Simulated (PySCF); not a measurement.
## Basis and Hamiltonian dependence of the excitation energy of Cr

Cr [Ar] 3d5 4s1 (7S) → Cr [Ar] 3d5 4p1 (7P). Calculated with PySCF 2.14 from differences of total energies of unrestricted determinants, without spin-orbit coupling. Values in eV.

```json
{"basis": "aug-cc-pVDZ", "Hamiltonian": "non-relativistic", "functions": "59", "UHF": "2.618", "PBE": "3.071", "PBE0": "2.943", "MP2 (valence)": "2.837", "CCSD(T) (valence)": "2.771"}
{"basis": "ANO-RCC-VTZP", "Hamiltonian": "spin-free X2C", "functions": "59", "UHF": "n/a", "PBE": "3.299", "PBE0": "n/a", "MP2 (valence)": "n/a", "CCSD(T) (valence)": "n/a"}
{"basis": "aug-cc-pVDZ-DK", "Hamiltonian": "spin-free X2C", "functions": "59", "UHF": "2.694", "PBE": "3.167", "PBE0": "3.017", "MP2 (valence)": "2.917", "CCSD(T) (valence)": "2.819"}
{"basis": "x2c-TZVPPall", "Hamiltonian": "spin-free X2C", "functions": "64", "UHF": "n/a", "PBE": "3.368", "PBE0": "n/a", "MP2 (valence)": "n/a", "CCSD(T) (valence)": "n/a"}
{"basis": "def2-TZVPPD", "Hamiltonian": "non-relativistic", "functions": "67", "UHF": "2.611", "PBE": "3.104", "PBE0": "2.966", "MP2 (valence)": "2.825", "CCSD(T) (valence)": "2.753"}
{"basis": "aug-cc-pVTZ", "Hamiltonian": "non-relativistic", "functions": "93", "UHF": "2.600", "PBE": "n/a", "PBE0": "n/a", "MP2 (valence)": "2.840", "CCSD(T) (valence)": "2.785"}
{"basis": "aug-cc-pVTZ-DK", "Hamiltonian": "spin-free X2C", "functions": "93", "UHF": "2.680", "PBE": "3.210", "PBE0": "3.051", "MP2 (valence)": "2.923", "CCSD(T) (valence)": "2.836"}
{"basis": "x2c-QZVPPall", "Hamiltonian": "spin-free X2C", "functions": "96", "UHF": "2.687", "PBE": "3.211", "PBE0": "3.052", "MP2 (valence)": "2.925", "CCSD(T) (valence)": "2.832"}
{"basis": "x2c-QZVPPall with one added diffuse shell each of s, p, d, f, g type", "Hamiltonian": "spin-free X2C", "functions": "121", "UHF": "2.682", "PBE": "3.205", "PBE0": "3.049", "MP2 (valence)": "2.927", "CCSD(T) (valence)": "n/a"}
{"basis": "aug-cc-pwCVTZ-DK with one added diffuse shell each of s, p, d, f, g type", "Hamiltonian": "spin-free X2C", "functions": "152", "UHF": "2.679", "PBE": "3.201", "PBE0": "3.046", "MP2 (valence)": "2.923", "CCSD(T) (valence)": "n/a"}
```

Task: Estimate the row for aug-cc-pVQZ-DK (spin-free X2C, 140 functions).

Result: From the rows with the same Hamiltonian and similar size; the calculation gives UHF 2.68; PBE 3.21; PBE0 3.05; MP2 (valence) 2.93 (eV).

Frozen in the all-electron rows: valence: [Ar].

Non-relativistic rows lack the scalar-relativistic shift.

Reference for a calculation without spin-orbit coupling: 2.903 eV (measured, between term centres; NIST).
